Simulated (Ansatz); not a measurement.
C2H10BNSi can be A, `CB(C)N[SiH3]`, or B, `BN([SiH3])CC`.

Calculated with Ansatz (gas phase, PBE0-D4/def2-TZVP geometries, no zero-point term in ΔE). CCSD(T)/CBS adds triple-zeta CCSD(T) − MP2 to the extrapolated MP2 energy (def2 sets, frozen cores). Functionals use def2-TZVPP. B3LYP here is the variant with VWN-RPA as its local correlation; programs differ in this. Each species was taken in one conformer, which may not be the lowest.

(1) Which is lower in electronic energy at CCSD(T)/CBS, and by how much? (An estimate is asked.)

(2) Give E(B) − E(A) in kJ/mol with LDA (SPW92), BLYP-D4, PBE0-D4, CCSD/def2-TZVPP, CCSD(T)/def2-TZVPP, B3LYP-D4, ωB97M-V. (Best estimate.)

(3) Does the order hold for the free energy at 298.15 K (harmonic terms from PBE0-D4)? (An estimate is asked.)

Largest T1 diagnostic: 0.012.

Results:

(1) Ansatz gave: A, by 114.3 kJ/mol.

(2) Computed: LDA (SPW92) 117.3, BLYP-D4 111.0, PBE0-D4 119.0, CCSD/def2-TZVPP 112.9, CCSD(T)/def2-TZVPP 111.5, B3LYP-D4 113.9, ωB97M-V 117.6. None reverses the order clearly.

(3) Ansatz gave: Yes: G(B) − G(A) = +118.6 kJ/mol, for one conformer each. Modes under 60 cm⁻¹, often nearly free rotors, make the harmonic entropy too high.

At CCSD(T), def2-SVP lies −15.5 kJ/mol from the extrapolated value and def2-TZVPP −2.8 kJ/mol. Leaving LDA and LC-ωPBE aside and taking each functional with its dispersion term where it has one, the values, not all of them listed here, spread over 18.2 kJ/mol, from BLYP-D4 to B97M-V.
